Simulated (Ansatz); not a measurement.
Geometry optimisation, Ansatz 0.2.0, DFT r2SCAN-D3(BJ), scalar-relativistic, plane waves, PAW.

input.yaml

```yaml
crystal:
  lattice:
    - [4.58, 0.0, 0.0]
    - [3.435, 5.949595, 0.0]
    - [0.0, 0.0, 16.58843]
  atoms:
    - { symbol: Be, position: [0.0, 0.0, 0.060283] }
    - { symbol: Be, position: [0.5, 0.0, 0.060283] }
    - { symbol: Be, position: [0.0, 0.3333333, 0.060283] }
    - { symbol: Be, position: [0.5, 0.3333333, 0.060283] }
    - { symbol: Be, position: [0.0, 0.6666667, 0.060283] }
    - { symbol: Be, position: [0.5, 0.6666667, 0.060283] }
    - { symbol: Be, position: [-0.1666667, 0.2222222, 0.1684436] }
    - { symbol: Be, position: [0.3333333, 0.2222222, 0.1684436] }
    - { symbol: Be, position: [-0.1666667, 0.5555556, 0.1684436] }
    - { symbol: Be, position: [0.3333333, 0.5555556, 0.1684436] }
    - { symbol: Be, position: [-0.1666667, 0.8888889, 0.1684436] }
    - { symbol: Be, position: [0.3333333, 0.8888889, 0.1684436] }
    - { symbol: Be, position: [0.0, 0.0, 0.2766042] }
    - { symbol: Be, position: [0.5, 0.0, 0.2766042] }
    - { symbol: Be, position: [0.0, 0.3333333, 0.2766042] }
    - { symbol: Be, position: [0.5, 0.3333333, 0.2766042] }
    - { symbol: Be, position: [0.0, 0.6666667, 0.2766042] }
    - { symbol: Be, position: [0.5, 0.6666667, 0.2766042] }
    - { symbol: S, position: [0.4467486, 0.5152319, 0.3790853] }
basis:
  ecutwfc: 500.0
kpoints:
  mp_grid: { grid: [5, 4, 1] }
hamiltonian:
  xc: r2scan
  dispersion: d3bj
scf:
  occupations: { method: gaussian, width: 0.05 }
  lower_state_search: "off"
relax:
  f_tol: 0.03
  max_steps: 60
  adjacent_minimum: "off"
  constraints: [{ sites: [0, 1, 2, 3, 4, 5] }]
```

Command:

```bash
$ ansatz run input.yaml --threads 2 --pin off --max-ram 5120MiB --backend cpu --events-out ev --progress --plain --runs-dir out
```

Question: Where does it end, and by what steps?

Answer: It converged. Limits of this set-up: coarse k mesh, thin slab, slab without dipole correction, a typed lattice constant that wasn't relaxed here. After 6 steps the energy has fallen by 0.475 eV; S19 moved furthest, 0.48 Å.

```json
{"step": "0", "energy less start (eV)": "0.0000", "largest force component (eV/Å)": "1.309", "accepted": "yes"}
{"step": "1", "energy less start (eV)": "-0.2667", "largest force component (eV/Å)": "0.765", "accepted": "yes"}
{"step": "2", "energy less start (eV)": "-0.4162", "largest force component (eV/Å)": "0.397", "accepted": "yes"}
{"step": "3", "energy less start (eV)": "-0.4623", "largest force component (eV/Å)": "0.277", "accepted": "yes"}
{"step": "4", "energy less start (eV)": "-0.4718", "largest force component (eV/Å)": "0.076", "accepted": "yes"}
{"step": "5", "energy less start (eV)": "-0.4746", "largest force component (eV/Å)": "0.043", "accepted": "yes"}
{"step": "6", "energy less start (eV)": "-0.4753", "largest force component (eV/Å)": "0.009", "accepted": "yes"}
```

```xyz
19
Lattice="4.5800 0.0000 0.0000 3.4350 5.9496 0.0000 0.0000 0.0000 16.5884" Properties=species:S:1:pos:R:3
Be 0.000 0.000 1.000
Be 2.290 0.000 1.000
Be 1.145 1.983 1.000
Be 3.435 1.983 1.000
Be 2.290 3.966 1.000
Be 4.580 3.966 1.000
Be -0.021 1.345 2.814
Be 2.296 1.352 2.839
Be 1.132 3.285 2.886
Be 3.428 3.288 2.758
Be 2.304 5.266 2.846
Be 4.541 5.278 2.847
Be -0.004 0.029 4.597
Be 2.273 0.018 4.577
Be 1.132 1.905 4.590
Be 3.427 1.889 4.733
Be 2.246 4.017 4.691
Be 4.605 4.009 4.690
S 3.428 3.325 6.192
```

Whether the end is a true minimum wasn't checked by a vibrational analysis.

Time of the run: 2.3 min on 2 threads of Intel(R) Xeon(R) Platinum 8488C (Sapphire Rapids), with other jobs on the host, peak memory 1.6 GiB.
